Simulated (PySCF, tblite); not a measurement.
Isomers of C6H14NP, one GFN2-xTB conformer each. Single-point energies are computed at PBE0/pcSseg-1 (PySCF, gas phase, no added dispersion term), electronic only.

**Question.** Rank them by PBE0/pcSseg-1 energy, lowest first (kJ/mol).
A. `[CH3:1][CH2:2]/[CH:3]=[P:4]/[CH2:5][N:6]([CH3:7])[CH3:8]` with C1–C2–C3–P4 1°, C3–P4–C5–N6 44°, P4–C5–N6–C7 -165°
B. `[CH2:1]=[CH:2][P:3]([CH3:4])[CH2:5][N:6]([CH3:7])[CH3:8]` with C1–C2–P3–C4 30°, C2–P3–C5–N6 -164°, P3–C5–N6–C7 -69°

**Answer.** B (0.0), A (8.0).

As drawn, the lower has a C=C bond outside aromatic rings, which the higher lacks. Neighbours under 10 kJ/mol apart (C=CP(C)CN(C)C and CC/C=P/CN(C)C) can change places with a better method, another conformer or zero-point energy. GFN2-xTB itself gives, in the same order: 12.6, 0.0. GFN2-xTB puts CC/C=P/CN(C)C lowest instead.

**Question.** Which frontier levels, dipoles and rotational constants go with these structures?

**Answer.** 
| SMILES | HOMO (eV, PBE0/pcSseg-1) | LUMO (eV) | dipole (D) | A, B, C (MHz) |
| --- | --- | --- | --- | --- |
| C=CP(C)CN(C)C | -6.11 | 0.03 | 1.37 | 3366, 894.1, 869.6 |
| CC/C=P/CN(C)C | -6.21 | -1.16 | 1.48 | 3612, 803.8, 770.5 |

**Question.** What happens when harmonic zero-point energies from GFN2-xTB frequencies are added?

**Answer.** 
```tsv
SMILES	ZPE (kJ/mol)	electronic (kJ/mol)	with ZPE (kJ/mol)
C=CP(C)CN(C)C	490.5	0.0	0.0
CC/C=P/CN(C)C	497.6	8.0	15.2
```

The zero-point energies span 7.1 kJ/mol. The order is unchanged.

**Question.** As an exercise, what shares would exp(−E/RT) give at 298.15 K from these electronic energies alone (no entropy, no degeneracies)?

**Answer.** RT = 2.479 kJ/mol: C=CP(C)CN(C)C 96.2 %, CC/C=P/CN(C)C 3.8 %.
